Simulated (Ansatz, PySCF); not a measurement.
C2H5BF2O, SMILES C[C@H](O)B(F)F. Atoms are numbered in the order given.

```xyz
11

C     -1.6795    -0.2427    -0.7860
C     -0.5442    -0.6005     0.1790
O     -0.8902    -0.3659     1.5319
B      0.7602     0.2088    -0.1614
F      1.2662     0.1461    -1.3869
F      1.3941     0.9613     0.7149
H     -1.9742     0.8120    -0.6648
H     -2.5698    -0.8643    -0.5885
H     -1.3831    -0.4066    -1.8337
H     -0.2835    -1.6730     0.0083
H     -1.6826    -0.8839     1.7256
```

Geometry optimised at r2SCAN-D4/def2-SVP. The structure was generated by enumeration; whether it is a known compound was not checked. The values are those of a single conformer.

Two levels are set side by side: PBE-D3(BJ)/def2-SVP (Ansatz, a quantum-chemistry and plane-wave program) and r2SCAN-D4/def2-SVP (Ansatz). Each level has its own optimised geometry; the coordinates shown are those of the second. Frequencies come from the Hessian of PySCF at each geometry. Differences are taken from unrounded values.

```
quantity                            r2SCAN-D4  PBE-D3(BJ)  PBE-D3(BJ) minus r2SCAN-D4
----------------------------------  ---------  ----------  --------------------------
mean bond length (Å)                    1.256       1.263                       0.008
bond C1–C2 (Å)                          1.532       1.539                       0.006
bond C2–O3 (Å)                          1.416       1.420                       0.005
bond C2–B4 (Å)                          1.572       1.581                       0.008
bond B4–F5 (Å)                          1.327       1.336                       0.008
bond B4–F6 (Å)                          1.318       1.326                       0.009
bond C1–H7 (Å)                          1.102       1.109                       0.007
bond C1–H8 (Å)                          1.104       1.111                       0.008
bond C1–H9 (Å)                          1.101       1.109                       0.008
bond C2–H10 (Å)                         1.117       1.125                       0.008
bond O3–H11 (Å)                         0.966       0.975                       0.009
highest harmonic wavenumber (cm⁻¹)       3810        3691                        -119
mean harmonic wavenumber (cm⁻¹)          1293        1259                         -34
zero-point energy (kcal/mol)            49.91       48.60                       -1.31
```
